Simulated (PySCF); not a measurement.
## Calculated NMR parameters of FC(F)[Si@H](Cl)C1=C(Cl)CC1

| Property | Result |
| --- | --- |
| Formula | C5H6Cl2F2Si |
| SMILES | FC(F)[Si@H](Cl)C1=C(Cl)CC1 |
| InChI | InChI=1S/C5H6Cl2F2Si/c6-3-1-2-4(3)10(7)5(8)9/h5,10H,1-2H2/t10-/m1/s1 |
| Point group of the computed structure | C1 |
| Degrees of unsaturation | 2 |
| Carbon signals | 5 |
| Proton signals | 6 |

Bonds (- single, = double, # triple, : aromatic): F1-C2, C2-F3, C2-Si4, Si4-Cl5, Si4-C6, C6=C7, C7-Cl8, C7-C9, C9-C10, C10-C6. C2 carries H11; Si4 carries H12; C9 carries H13, H14; C10 carries H15, H16. Stereochemistry as in FC(F)[Si@H](Cl)C1=C(Cl)CC1. H14, H16 are pro-R; H13, H15 are pro-S.

All values are calculated (PySCF 2.14): geometry: GFN2-xTB, shielding tensors at PBE0/pcSseg-1 (GIAO). A single conformation, non-relativistic, gas phase.

Chemical shifts δ = σref − σ; 1H (31.72 ppm) and 13C (186.93 ppm) and 29Si (349.16 ppm) against TMS; CFCl3 for 19F (170.95 ppm), all at this level.

| carbon | δC, type | δH (multiplicity) | HMBC from (2–3 bonds) | span of the C tensor (ppm) |
| --- | --- | --- | --- | --- |
| C2 | 126.4, CH | 6.71 (m) | H12 | 33 |
| C6 | 146.3, C | – | H11, H12, H14, H13, H16, H15 | 203 |
| C7 | 161.9, C | – | H12, H14, H13, H16, H15 | 199 |
| C9 | 42.6, CH2 | H13 2.97 (m); H14 3.03 (m) | H16, H15 | 32 |
| C10 | 28.2, CH2 | H15 2.41 (m); H16 2.53 (m) | H12, H14, H13 | 32 |

Other nuclei:
| atoms | nucleus | environment | δ (ppm) | σ (ppm) |
| --- | --- | --- | --- | --- |
| H12 | 1H | hydrogen on a silicon bonded to 2 C, Cl | 4.99 | 26.72 |
| F1 | 19F | fluorine of a CF2 group | -152.9 | 323.8 |
| F3 | 19F | fluorine of a CF2 group | -156.8 | 327.7 |
| Si4 | 29Si | silicon bonded to 2 C, Cl, H | -30.0 | 379.2 |

1. Carbon types of the structure: 2 × C, 1 × CH, 2 × CH2, leaving 1 H on heteroatoms.
2. δC 161.9, 146.3: fully substituted alkene carbon; an sp2 carbon of a C=C bond.
3. δC 126.4: sp3 CH bonded to 2 F and Si; 2 electronegative neighbours deshield it.
4. δC 42.6, 28.2: allylic sp3 CH2; aliphatic region, no heteroatom directly attached.
5. δH 6.71: hydrogen on an sp3 CH bonded to 2 F and Si; its carbon carries F, which withdraws density.
6. δH 3.03, 2.97, 2.53, 2.41: hydrogen on an allylic sp3 CH2; allylic position.

Carbons that carry Cl, above all several Cl atoms, come out too deshielded, partly because spin–orbit coupling is missing. Splittings by 19F in the carbon and heteronuclear signals aren't shown, as no couplings were computed. Shifts are as computed. Against solution values, carbons near 30 ppm lie about +3 ppm off and those near 130 ppm about +5 ppm; carbons on Cl a further +6 ppm. Of 1211 compounds with measured shifts, 218 miss one by over three times the rms of a fit or turn the order of signals round; such compounds aren't used in these exercises. Unscaled 19F shifts against computed CFCl3 carry errors that often reach 10 to 50 ppm. Multiplicities follow the n + 1 count of equivalent neighbours, as no J values were calculated; m marks all less simple cases, F and P coupling included.
